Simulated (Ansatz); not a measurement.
WOCl₃, SMILES [O]=[W]([Cl])([Cl])[Cl] (connectivity only; charge and spin as stated), neutral, multiplicity 2.

Coordinates come from a PBE0-D3(BJ)/def2-SVP optimisation. The multiplicity is an assumed one; other spin states were not compared. The isomer is the one that the SMILES or the coordinates give; other isomers of the formula were not compared. The def2 effective core potentials stand for the cores of W; spin–orbit coupling is left out.

Two levels are set side by side: PBE/def2-TZVPD (Ansatz, an electronic-structure program) and PBE0/def2-TZVPD (Ansatz). Energy differences of separate SCF runs at the same geometry; the states with an electron removed or added have multiplicity 1 and 3. Differences are taken from unrounded values.

```json
[
 {"quantity": "vertical ionisation energy (eV)", "PBE": "8.01"},
 {"quantity": "vertical electron affinity (eV)", "PBE": "1.74"}
]
```

Q: These are the PBE values. What does PBE0 give? (An estimate is asked for; the answer gives what the named calculation found.)

A: 
```
quantity                         PBE0  PBE minus PBE0
-------------------------------  ----  --------------
vertical ionisation energy (eV)  8.52           -0.51
vertical electron affinity (eV)  2.06           -0.32
```
